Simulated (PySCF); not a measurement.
**Electron correlation in Re (rhenium, neutral)**

[Xe] 4f14 5d7, high-spin 4F determinant (an excited configuration). Calculation: PySCF 2.14, in aug-cc-pwCVDZ-PP with ECP60MDF; a scalar-relativistic core potential. Frozen: 5s2 5p6; 7 electrons correlated.

```csv
level,correlation energy (mhartree)
CCSD,-162.76
(T),-26.66
CCSD(T),-189.42
```

Diagnostics: T1 = 0.011, D1 = 0.0194, largest double amplitude 0.166.

Task: Is a single reference adequate?

Result: Not fully. Spin-orbit coupling, absent here, splits the open shell strongly. A double-excitation amplitude exceeds 0.15, a sign of near-degeneracy.
